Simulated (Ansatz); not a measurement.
The same groups moved round the core (norbornane formyl+boryl). Gas-phase values, no solvent. One relaxed conformer stands for each flexible species; it need not be the lowest. Strings in code marks are SMILES.

Quantity: electronic energy of isomers of C8H13BO relative to `B[C@]12CC[C@](C=O)(CC1)C2`, in kcal/mol.

Case: `B[C@@]12CC[C@@H](C1)[C@@H](C=O)C2`. Geometry of `B[C@@]12CC[C@@H](C1)[C@@H](C=O)C2` (neutral, multiplicity 1, Å):

```xyz
23

B     -1.6264     1.9532     0.2959
C     -0.8909     0.6034     0.0873
C     -1.5422    -0.7214     0.5315
C     -0.6045    -1.8071    -0.0573
C      0.4922    -0.9872    -0.7509
C     -0.2946     0.2180    -1.2774
C      1.3542    -0.3177     0.3442
C      2.6209     0.2408    -0.2521
O      2.8918     1.4075    -0.3506
C      0.4187     0.7631     0.9298
H     -1.3836     2.8996    -0.4195
H     -2.3804     2.1088     1.2319
H     -1.6369    -0.7787     1.6265
H     -2.5592    -0.8144     0.1204
H     -1.1320    -2.4331    -0.7934
H     -0.1920    -2.4855     0.7053
H      1.0764    -1.5588    -1.4885
H      0.3385     1.0086    -1.7089
H     -1.0611    -0.0629    -2.0172
H      1.6635    -1.0705     1.0910
H      3.3261    -0.5412    -0.6399
H      0.8907     1.7500     0.7879
H      0.2307     0.6253     2.0039
```

Task: Give the electronic energy of isomers of C8H13BO relative to `B[C@]12CC[C@](C=O)(CC1)C2` at the level frozen-core CCSD(T)/cc-pVDZ // PBE0-D4/def2-SVP (Ansatz, a quantum-chemistry and plane-wave program).

Result: 0.69 kcal/mol.
